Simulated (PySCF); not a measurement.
## A search over the determinants of AlSb

Unrestricted PBE0; basis Al def2-SVPD, Sb def2-SVPD with ECP28; scalar-relativistic core potentials; PySCF 2.14. Outer shells of the fragments: Al 3s2 3p1; Sb 4d10 5s2 5p3.

Followed along the bond (rough minima from three points):

| 2Ms+1 | unpaired | ⟨S²⟩ at the start | R at minimum (Å) | Te (eV) |
| --- | --- | --- | --- | --- |
| 3 | π ↑↑ | 2.01 | 2.76 | 0.00 |
| 1 | σ ↓, π ↑ | 1.02 | 2.50 | 0.26 |
| 1 | π ↑↓ | 1.01 | 2.76 | 0.29 |
| 1 | none | 0.00 | 2.75 | 1.11 |
| 1 | none | 0.00 | none in the scan | ≤ 1.01 |

Solutions found at the starting distance of 2.560 Å, counted from the lowest of them; the search is not exhaustive and high or unbound solutions are not listed, so other states can lie among these:

```
2Ms+1    unpaired   term  E (eV)  ⟨S²⟩  ⟨Lz²⟩  μ (D)
    3        π ↑↑    ³Σ⁻    0.00  2.01   0.00   0.11
    3    σ ↑, π ↑     ³Π    0.00  2.02   1.01  -1.81
    1    σ ↓, π ↑  mixed    0.15  1.02   1.01  -1.90
    1        π ↑↓  mixed    0.29  1.01   2.01   0.18
    1        none    ¹Σ⁺    1.08  0.00   0.00  -2.97
    1        none  mixed    1.11  0.00   2.00   0.46
    5  σ ↑, π ↑↑↑     ⁵Π    1.54  6.01   1.01   0.87
    3  σ ↓, π ↑↑↑  mixed    2.14  3.02   1.01   1.08
    3        π ↑↑  mixed    2.58  2.04   2.01  -1.06
    3        π ↑↑  mixed    2.89  2.03   2.01  -1.26
    5  σ ↑↑, π ↑↑    ⁵Σ⁻    3.84  6.00   0.00   0.42
    5  σ ↑↑, π ↑↑  mixed    4.26  6.02   2.01  -0.44
    1  σ ↓↓, π ↑↑  mixed    4.35  2.01   0.00   0.66
    5      π ↑↑↑↑    ⁵Σ⁺    4.37  6.09   0.00   1.86
```

A term symbol is given only where ⟨S²⟩ and ⟨Lz²⟩ are close to those of a pure state; real π, δ and φ orbitals otherwise mix terms. A positive dipole means Al(−)Sb(+).

Question: Compare the gap between the two lowest followed solutions at the starting distance with the gap between their minima.

Answer: At PBE0 the second solution (Ms = 0 of mixed spin, unpaired electrons σ ↓, π ↑) lies +0.15 eV from the first (triplet, unpaired electrons π ↑↑) at 2.560 Å and +0.26 eV at the minima; the two curves relax by different amounts, since their minima lie near 2.50 and 2.76 Å.

Spin–orbit coupling is left out.
